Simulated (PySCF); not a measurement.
Computed shifts of a molecule C2H8FNSi2, B3LYP/pcSseg-1 (PySCF), GIAO, gas phase, atoms alike by connectivity averaged where their shifts nearly agree, in ppm (number of nuclei): ¹³C: 148.0 (1), 139.4 (1). ²⁹Si: -9.2 (1), -68.5 (1). ¹⁵N: 46.6 (1). ¹⁹F: -155.5 (1). ¹H: 6.51 (2), 6.43 (1), 5.31 (1), 4.24 (1), 4.07 (1), 2.01 (1), 1.62 (1). References: ¹³C against TMS (σ = 181.3 ppm); ²⁹Si against TMS (σ = 338.7 ppm); ¹⁵N against NH3 (σ = 265.5 ppm); ¹⁹F against CFCl3 (σ = 161.7 ppm); ¹H against TMS (σ = 31.68 ppm), references at their B3LYP-D3(BJ)/def2-TZVP geometries, non-relativistic. Geometry: B3LYP-D3(BJ)/def2-SVP. One conformer was computed; it need not be the lowest.

**Question.** Pick the molecule that these values belong to.
(A) C=C[SiH2][Si@H](N)F
(B) FC[SiH2]/C=N\[SiH3]
(C) C/C=N/[Si@H](F)[SiH3]
(D) F[C@H]1[SiH2]CN[SiH2]1

**Answer.** A, C=C[SiH2][Si@H](N)F
